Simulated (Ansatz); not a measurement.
```yaml
crystal:
  periodic: [false, false, false]
  atoms:
    - {symbol: C, position_ang: [-0.030970, -1.370526, 0.418460]}
    - {symbol: C, position_ang: [0.985723, 0.066107, 0.132824]}
    - {symbol: O, position_ang: [0.658577, 1.015005, 0.178255]}
    - {symbol: Ga, position_ang: [-0.853617, 1.813029, -0.786888]}
    - {symbol: F, position_ang: [-1.331583, 0.642626, -2.054577]}
    - {symbol: Cl, position_ang: [-1.423519, 3.643795, -0.712963]}
    - {symbol: H, position_ang: [0.460142, -2.221696, 0.321722]}
    - {symbol: H, position_ang: [-1.009579, -1.262561, 0.037325]}
    - {symbol: H, position_ang: [-0.013517, -0.919972, 1.662045]}
    - {symbol: H, position_ang: [1.838759, -0.380971, 0.770889]}
    - {symbol: H, position_ang: [1.314889, -0.347833, -0.927913]}
basis:
  gaussian: {orbitals: def2-TZVP}
hamiltonian: {xc: {name: CCSD(T)}}
output: {forces: true}
```

```sh
$ ansatz run in.yaml --threads 2 --pin off --events-out ev --progress --plain --max-ram 22528MiB --backend cpu
```

Shortened log:

```
Error: YAML parse error: error: line 17 column 19: hamiltonian.xc: no functional is named "CCSD(T)"; the names, which are not case-sensitive, are SVWN5, SPW92, PBE, PBE0, PBEsol, revPBE, revPBE0, RPBE, rPW86-PBE, HSE06, wPBEh, LC-wPBE, HISS, HF, BLYP, B3LYP, B3LYP5, BHLYP, CAM-B3LYP, r2SCAN, r2SCANh, r2SCAN0, r2SCAN50, m-r2SCAN, B97, wB97, wB97X, wB97X-V, B97M-V, wB97M-V, B2PLYP, B2GP-PLYP, PBE0-DH, PBE-QIDH
15 | basis:
16 |   gaussian: {orbitals: def2-TZVP}
17 | hamiltonian: {xc: {name: CCSD(T)}}
18 | output: {forces: true}
```

In this input the method's name isn't one that the program takes here. The program refused the input.
